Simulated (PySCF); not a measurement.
A GIAO shielding run with PySCF 2.14 (density fitting, non-relativistic, gas phase) on `C1C(B)CCCCC1`, C$_{7}$H$_{15}$B:

```
$ OMP_NUM_THREADS=1 python probes_run.py task.json out

{"job": {"kind": "nmr", "xc": "wB97X-D", "basis": "pcSseg-1", "pop": false}, "charge": 0, "multiplicity": 1}
B      2.544810     1.996787     1.008034
C      1.188639     1.307666     0.721005
C      0.170046     2.067819    -0.138148
C     -1.256138     2.055368     0.410489
C     -1.992857     0.721282     0.369193
C     -1.269928    -0.474767     0.985875
C     -0.047637    -0.931357     0.189329
C      1.267039    -0.209339     0.492748
H      2.666322     3.197065     0.890853
H      3.467505     1.359290     1.469347
H      0.866985     1.464936     1.792435
H      0.491286     3.117596    -0.228109
H      0.186293     1.663807    -1.166608
H     -1.221259     2.416487     1.455255
H     -1.859411     2.799032    -0.137503
H     -2.968477     0.851564     0.867356
H     -2.225671     0.470934    -0.682268
H     -0.987836    -0.256174     2.032508
H     -1.986460    -1.310517     1.042167
H      0.117935    -2.009504     0.349839
H     -0.285354    -0.833138    -0.884377
H      1.964827    -0.412037    -0.337835
H      1.737462    -0.661332     1.381800
```

Hardware: 1 thread of an Intel Xeon, shared host. The job also computes ring-centre shieldings.

(1) How large is the calculation?

(2) How long does it take, and how much memory does it need?

(3) And these other runs on the same molecule and hardware: GIAO shielding at PBE0/pcSseg-1?

## Answers

(1) 62 electrons, 211 basis functions and 1083 auxiliary functions.

(2) 63 s of wall time, with 12 SCF cycles and 6 response iterations; peak memory 1.1 GiB. Times on a shared host scatter by some tens of per cent.

(3) PBE0/pcSseg-1: 211 functions, 73 s.
